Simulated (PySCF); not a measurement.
# PBE0 on Sn²⁺ (tin, charge +2)

Configuration: [Kr] 4d10 5s2, closed-shell 1S. All numbers are calculated (PySCF 2.14, the spin-free X2C one-electron Hamiltonian (Gaussian nucleus), in ANO-RCC-VTZP (7s6p4d2f1g, 68 functions)).

```
Total energy                        : -6175.16 hartree
One-electron energy                 : -8458.76 hartree
Hartree (Coulomb) energy            : 2449.53 hartree
Exchange-correlation energy         : -165.93 hartree
⟨S²⟩                                : 0.0000
⟨L²⟩                                : 0.000
Sum of ⟨r⟩                          : 29.12 bohr
Sum of ⟨r²⟩                         : 34.58 bohr²
Langevin diamagnetic susceptibility : -27.4 ×10⁻⁶ cm³/mol
```

```csv
shell,electrons,mean orbital energy (hartree),"rms radius, mean of both spins (bohr)"
1s,2,-1068.34446,0.0333
2s,2,-162.73385,0.136
2p,6,-146.19506,0.121
3s,2,-32.30877,0.362
3p,6,-26.85429,0.363
3d,10,-18.41950,0.342
4s,2,-5.80874,0.872
4p,6,-4.13509,0.948
4d,10,-1.68647,1.18
5s,2,-0.99078,2.38
```

Densities and radii are taken from the X2C orbitals without a picture-change correction, which distorts them close to the nucleus.
